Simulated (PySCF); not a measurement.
Computed IR spectrum (relative IR intensity) of a molecule C3H7BN2. Geometry optimised at PBE0-D3(BJ)/def2-SVP. Other conformers were not sampled. Calculation: PBE0-D3(BJ)/def2-SVP (PySCF 2.14.0). Harmonic, unscaled wavenumbers; measured fundamentals usually lie a few per cent lower.

ν (cm⁻¹): 243 (w), 321 (m), 460 (m), 497 (w), 935 (w), 1041 (vw), 1135 (w), 1206 (w), 1264 (m), 1327 (w), 1431 (vw), 1474 (m), 1519 (w), 1623 (vs), 1790 (w), 3007 (m), 3057 (w), 3138 (w), 3232 (vw), 3659 (w), 3698 (w), 3766 (w) (against the strongest line: vs over 80 %, s over 45 %, m over 15 %, w over 4 %, vw less)

Which molecule gave these data?
A) C=C=CB(N)N
B) C=C1CNB1N
C) C#CB(N)NC
D) C#CCB(N)N

B, C=C1CNB1N
